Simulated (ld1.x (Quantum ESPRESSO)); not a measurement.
**Hg: excitation energies, all-electron against TM**

ld1.x (Quantum ESPRESSO) 7.5 input, shortened:

```
&input
   title='Hg', zed=80., rel=2, dft='PBE', iswitch=3,
   config='[Xe] 4f14 5d10 6s1.75 6p0.25', rel_dist='average'
 /
 &inputp
   pseudotype=2, tm=.true., lloc=0,
   nlcc=.false.
 /
2
6P  2  1   0.25   0.00  2.60  2.60  0.0
6S  1  0   1.75   0.00  2.20  2.20  0.0
 &test
   configts(1)='6s1.75 6p0.25'
 /
```

Open shells are filled in proportion to 2j + 1 (rel_dist='average').

Energies are relative to the spin-unpolarised reference configuration 6s1.75 6p0.25; without spin polarisation the order of configurations can differ from experiment.

```
valence configuration  charge  ΔE all-electron (eV)  error AE − PS (meV)
              6s2 6p0       0                -1.440                 +0.8
              6s1 6p0      +1                 9.261                  +32
            6s1.5 6p0    +0.5                 2.923                 +8.2
              6s0 6p1      +1                16.569                 +168
              6s0 6p2       0                10.971                 +244
```

Problem. What are ΔE and the potential's error for 6s1 6p1?

Solution. ΔE = 4.527 eV all-electron; the error (AE − PS) is +27 meV.

Levels in the configuration 6s0 6p1:

```
   level  all-electron (eV)  pseudo (eV)
6p j=1/2             -9.336       -9.210
6p j=3/2             -8.035       -8.039
```
